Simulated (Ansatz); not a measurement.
Z-matrix (Å, degrees):
```
Si
F 1 1.601
Al 1 2.481 2 109.3
F 1 1.601 2 106.6 3 118.0
H 1 1.487 2 105.9 3 -129.4
H 3 1.587 1 119.9 2 -122.3
H 3 1.585 1 119.5 2 57.7
```

Charge 0, multiplicity 1.

(1) List the ωB97M-V/def2-TZVPP orbital energies in eV (the Gaussian-basis code of Ansatz). (Estimate.)

Results:

(1) Ansatz gave: Occupied: -1808.47, -1532.71, -677.53, -677.53, -149.36, -117.31, -103.52, -103.48, -103.42, -76.99, -76.78, -76.76, -36.31, -35.84, -18.67, -16.46, -15.97, -15.87, -14.86, -14.48, -14.45, -13.20, -11.21, -9.85. Lowest empty: -0.85, 1.37, 2.02, 2.45, 2.50, 3.97, 4.39, 4.64.
